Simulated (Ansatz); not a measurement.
Cost and result up the ladder for the cluster Li₅N₂ (7 atoms). Charge 0, multiplicity 2. Geometry: B3LYP-D4/def2-TZVP.

Cartesian coordinates in Å:
```
Li 0.586 -1.091 1.684
Li -1.174 -2.682 0.031
Li 1.130 -0.449 -0.982
Li -0.082 2.155 -1.628
Li -1.317 0.614 0.554
N 0.316 1.144 -0.299
N 0.541 0.308 0.639
```

Ansatz on 4 threads of Arm Neoverse V2 on a shared host. Times are rough, and most runs start from the orbitals of an earlier one. No level here is sound enough to serve as a yardstick. Binding counts from free atoms at the same level (Li doublet, N quartet; other spins of the atoms weren't run), without zero-point energy or a counterpoise term.

LC-ωPBE has ω = 0.4 bohr⁻¹. Another isomer (doublet) lies 0.60 eV lower at PBE0-D4/def2-TZVP; other spin states weren't run for this one.

Run but left out: CCSD(T)/def2-TZVPP (⟨S²⟩ 2.64, where a pure state has 0.75).

```csv
level,functions,wall time
PBE-D4/def2-TZVP (with forces),132,2.1 s
PBE0-D4/def2-TZVP,132,4.5 s
LC-ωPBE/def2-TZVP,132,6.5 s
B97M-V/def2-TZVP,132,7 s
r2SCAN-D4/def2-TZVP,132,8.5 s
```

Estimate what each level gives for the binding energy per atom (eV).


```csv
level,binding energy per atom (eV),remarks
PBE-D4/def2-TZVP (with forces),2.17,–
PBE0-D4/def2-TZVP,1.99,spin-contaminated (⟨S²⟩ 0.85)
LC-ωPBE/def2-TZVP,1.93,spin-contaminated (⟨S²⟩ 1.00)
B97M-V/def2-TZVP,2.03,–
r2SCAN-D4/def2-TZVP,2.00,spin-contaminated (⟨S²⟩ 1.00)
```
